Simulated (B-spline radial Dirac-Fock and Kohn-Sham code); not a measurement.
Elastic scattering of 104 keV positrons by neutral neodymium

The computed values come from a radial finite-basis atomic code: relativistic (Dirac) partial waves in the static field of the Dirac-Fock atom, without polarisation or absorption potentials.

| θ (°) | dσ/dΩ (Å²/sr) | Sherman function |
| --- | --- | --- |
| 0 | 362 | 0.000 |
| 10 | 0.0480 | 0.001 |
| 20 | 0.00389 | 0.003 |
| 30 | 0.000842 | 0.005 |
| 40 | 0.000284 | 0.008 |
| 50 | 0.000122 | 0.011 |
| 60 | 6.22e-05 | 0.014 |
| 70 | 3.56e-05 | 0.017 |
| 80 | 2.22e-05 | 0.020 |
| 90 | 1.50e-05 | 0.021 |
| 100 | 1.07e-05 | 0.022 |
| 110 | 8.10e-06 | 0.023 |
| 120 | 6.40e-06 | 0.022 |
| 130 | 5.28e-06 | 0.020 |
| 140 | 4.53e-06 | 0.017 |
| 150 | 4.03e-06 | 0.014 |
| 160 | 3.71e-06 | 0.009 |
| 170 | 3.53e-06 | 0.005 |
| 180 | 3.48e-06 | 0.000 |

Task: What integrated cross sections go with this distribution?

Result: The total elastic cross section is 0.204 Å², the first transport cross section 0.000604 Å² and the second, weighted with (3/2) sin²θ, 0.00153 Å². The mean deflection is ⟨1 − cos θ⟩ = 0.00296, and 0.022 % of the collisions scatter beyond 90°.
